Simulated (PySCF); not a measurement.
A PySCF script (with the pyscf-properties extension) for the NMR shieldings of SMILES CCC[Si@H](F)CC, C₅H₁₃FSi, on a GFN2-xTB geometry:

```python
import basis_set_exchange as bse
import numpy as np
from pyscf import gto, dft
from pyscf.prop import nmr

atoms = """
C     3.183244    0.560308   -0.376504
C     2.064319   -0.397456    0.015417
C     0.685824    0.166146   -0.331455
Si   -0.730597   -1.029223    0.082149
F    -0.466770   -2.389577   -0.763472
C    -2.428086   -0.378089   -0.464944
C    -2.899225    0.842117    0.320546
H     3.169351    0.745554   -1.448600
H     3.066881    1.512731    0.137334
H     4.153446    0.144777   -0.113674
H     2.116023   -0.593072    1.088380
H     2.203574   -1.350120   -0.498513
H     0.665996    0.403784   -1.398394
H     0.552024    1.112313    0.196070
H    -0.713476   -1.486237    1.468473
H    -3.165597   -1.174749   -0.354635
H    -2.406794   -0.127919   -1.527731
H    -2.207517    1.672019    0.196100
H    -2.966782    0.611604    1.381212
H    -3.880985    1.165770   -0.020491
"""
names = dict.fromkeys(["C", "Si", "F", "H"], "pcSseg-1")
basis = {el: gto.basis.parse(bse.get_basis(n, elements=[el], fmt="nwchem")) for el, n in names.items()}
mol = gto.M(atom=atoms, basis=basis, charge=0, verbose=0)
mf = dft.RKS(mol, xc="PBE0")
mf.grids.level = 2
mf.grids.alignment = dft.numint.BLKSIZE   # the property module wants whole blocks of grid points
mf.conv_tol = 1e-9
mf.kernel()

calc = nmr.RKS(mf)   # GIAO
C = mf.mo_coeff
Co = C[:, mf.mo_occ > 0]
resp = mf.gen_response(singlet=True, hermi=2)
def vind(x):   # induced exchange potential for any number of trial vectors
    d = np.einsum("pi,xij,qj->xpq", C, 2 * x.reshape(-1, C.shape[1], Co.shape[1]), Co, optimize=True)
    return np.einsum("xpq,pi,qj->xij", resp(d - d.transpose(0, 2, 1)), C, Co, optimize=True).ravel()
mo1, _ = nmr.rhf.solve_mo1(calc, with_cphf=vind)
sigma = calc.kernel(mo1)
for i, s in enumerate(sigma):   # ppm
    print("%2d %-2s %9.2f" % (i, mol.atom_pure_symbol(i), np.trace(s) / 3))
```

Task: What does it print?

Result: 
```
 0 C     165.92
 1 C     166.36
 2 C     165.63
 3 Si    322.28
 4 F     381.22
 5 C     175.24
 6 C     179.79
 7 H      30.74
 8 H      30.77
 9 H      30.28
10 H      30.39
11 H      30.04
12 H      31.00
13 H      31.21
14 H      26.63
15 H      30.66
16 H      30.77
17 H      31.05
18 H      30.90
19 H      30.39
```

These numbers come from an equivalent density-fitted implementation of the same equations, which agrees with the script to about 0.01 ppm for H and up to a few tenths of a ppm for heavy atoms, so last digits may differ.

Task: Turn these shieldings into chemical shifts. Scale: 13C (186.93 ppm) and 29Si (349.16 ppm) and 1H (31.72 ppm) against TMS; 19F (170.95 ppm) vs CFCl3 (reference shieldings calculated alike).

Result: Averaging equivalent atoms: C 2: 21.3; C 0: 21.0; C 1: 20.6; C 5: 11.7; C 6: 7.1; Si 3: 26.9; F 4: -210.3; H 14: 5.09; H 11: 1.68; H 10: 1.32; H 7/8/9: 1.12; H 15: 1.06; H 16: 0.94; H 17/18/19: 0.94; H 12: 0.72; H 13: 0.51 ppm. Unscaled 19F shifts against computed CFCl3 carry errors that often reach 10 to 50 ppm.

Size and cost of the density-fitted run: 191 basis functions, 56 s wall time on 1 thread of an Arm Neoverse N1, shared host; peak memory 0.85 GiB.
